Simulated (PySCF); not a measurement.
SnCl, SMILES [Cl][Sn+] (connectivity only; charge and spin as stated), charge +1, multiplicity 1. Geometry: B3LYP-D3(BJ)/def2-TZVP. The multiplicity is an assumed one; other spin states were not compared. The def2 effective core potentials stand for the cores of Sn; spin–orbit coupling is left out.

Method: B3LYP-D3(BJ)/def2-TZVP (PySCF).

Harmonic wavenumbers (cm⁻¹): 415. Rotational constants (GHz): 3.562 (linear); symmetry number 1.

Work out the zero-point energy and the ideal-gas rigid-rotor harmonic-oscillator thermochemistry at 298.15 K and 1 atm.

ZPE = ½ Σ hcν = ½ × 415 cm⁻¹ = 2.48 kJ/mol. H − E(el) = 11.93 kJ/mol. Entropy in J/(mol K): translation 171.58, rotation 70.37, vibration 3.81, total 245.76. G − E(el) = -61.34 kJ/mol. Cp = 35.12 J/(mol K).
